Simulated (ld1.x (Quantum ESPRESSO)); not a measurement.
Building the ultrasoft potential for P (PBE, scalar-relativistic).

ld1.x (Quantum ESPRESSO) 7.5 was run on this input:

```
&input
   title='P', zed=15., rel=1, dft='PBE', iswitch=3,
   config='[Ne] 3s1 3p4',
   nld=2, rlderiv=0.90, eminld=-15.0, emaxld=5.0, deld=0.04
 /
 &inputp
   pseudotype=3, tm=.true., lloc=-1, rcloc=0.65,
   nlcc=.true., rcore=0.80,
   which_augfun='PSQ', rmatch_augfun=0.75,
   file_pseudopw='P.UPF', file_wfcaegen='ae.wfc', file_wfcncgen='nc.wfc', file_beta='beta', file_chi='chi', file_wfcusgen='us.wfc'
 /
4
2S  1  0   2.00   0.00  0.75  0.80  0.0
3S  2  0   1.00   0.00  0.75  0.80  0.0
2P  2  1   6.00   0.00  0.70  0.75  0.0
3P  3  1   4.00   0.00  0.70  0.75  0.0
 &test
   configts(1)='2s2 2p6 3s1 3p4'
 /
```

Command:

```bash
ld1.x < P.in > P.out
```

Output (shortened: banner, matrices, multipoles, cross overlaps and the repeated all-electron block are left out):

```
[... start of the log left out ...]
     Exc  =     -45.887907 Ry,     -22.943954 Ha,    -624.336785 eV

     normalization and overlap integrals

     s(1S/1S) =  1.000000  <r> =   0.1036  <r2> =    0.0144  r(max) =   0.0675
     s(2S/2S) =  1.000000  <r> =   0.5196  <r2> =    0.3218  r(max) =   0.4187
     s(2P/2P) =  1.000000  <r> =   0.4850  <r2> =    0.2953  r(max) =   0.3559
     s(3S/3S) =  1.000000  <r> =   1.8773  <r2> =    4.0980  r(max) =   1.5753
     s(3P/3P) =  1.000000  <r> =   2.3187  <r2> =    6.4529  r(max) =   1.8075

     ------------------------ End of All-electron run ------------------------

     --------------------- Generating US pseudopotential ---------------------

      Generating local potential from pseudized AE potential:
      Matching radius rcloc =   0.6500

      Local pseudo, rcloc= 0.649 Estimated cut-off energy=    56.49 Ry

      Computing core charge for nlcc:

       r > 0.80 : true rho core
       r < 0.80 : rho core = a sin(br)/r    a=   0.00  b=   3.71

      Integrated core pseudo-charge :   0.00
      Wfc-us  2S rcutus= 0.792  Estimated cut-off energy=    82.28 Ry
      Wfc-us  3S rcutus= 0.792  Estimated cut-off energy=   165.87 Ry
      Wfc-us  2P rcutus= 0.753  Estimated cut-off energy=   143.26 Ry
      Wfc-us  3P rcutus= 0.753  Estimated cut-off energy=   264.63 Ry

 %%%%%%%%%%%%%%%%%%%%%%%%%%%%%%%%%%%%%%%%%%%%%%%%%%%%%%%%%%%%%%%%%%%%%%%%%%%%%%
     Error in routine find_q (1):
     problem finding q
 %%%%%%%%%%%%%%%%%%%%%%%%%%%%%%%%%%%%%%%%%%%%%%%%%%%%%%%%%%%%%%%%%%%%%%%%%%%%%%

     stopping ...
```

The run stopped because no Bessel wave vectors were found that match the logarithmic derivative at the chosen radius.

The run took about 1.1 s on one core of a shared server CPU.
